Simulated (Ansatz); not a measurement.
One change: `[Cl][GeH]([Cl])[Cl]` becomes `[SH][GeH]([Cl])[Cl]`.

Ansatz, PBE0-D4/def2-TZVP geometries, multiplicity 1. Each molecule was computed in one conformer, which needn't be the lowest.

Scalar relativity is left out up to krypton.

```tsv
property	`[Cl][GeH]([Cl])[Cl]`
HOMO–LUMO gap (B3LYP/def2-TZVPP) / eV	7.35
size of the dipole moment (PBE/def2-TZVPP) / D	1.35
HOMO–LUMO gap (ωB97M-V/def2-TZVPP) / eV	12.29
HOMO–LUMO gap (PBE/def2-TZVPP) / eV	5.54
LUMO energy (PBE0/def2-TZVPP) / eV	-1.41
size of the dipole moment (ωB97M-V/def2-TZVPP) / D	1.44
```

Q: What does the change do to each property? (Estimate.)

A: Ansatz gave: 
| property | `[SH][GeH]([Cl])[Cl]` | shift |
| --- | --- | --- |
| HOMO–LUMO gap (B3LYP/def2-TZVPP) / eV | 6.35 | -1.00 |
| size of the dipole moment (PBE/def2-TZVPP) / D | 1.92 | 0.57 |
| HOMO–LUMO gap (ωB97M-V/def2-TZVPP) / eV | 11.15 | -1.14 |
| HOMO–LUMO gap (PBE/def2-TZVPP) / eV | 4.68 | -0.86 |
| LUMO energy (PBE0/def2-TZVPP) / eV | -1.18 | 0.23 |
| size of the dipole moment (ωB97M-V/def2-TZVPP) / D | 2.02 | 0.58 |

With PBE0 the HOMO rises by 1.28 eV and the LUMO rises by 0.23 eV, so the gap narrows by about 1.05 eV. PBE moves the HOMO by 1.11 eV and ωB97M-V by 1.33 eV. The zero-point energy changes by 20.9 kJ/mol with +3 modes. Dipoles are sizes alone; their direction can turn.

B3LYP here is the variant with VWN-RPA as its local correlation; programs differ in this.
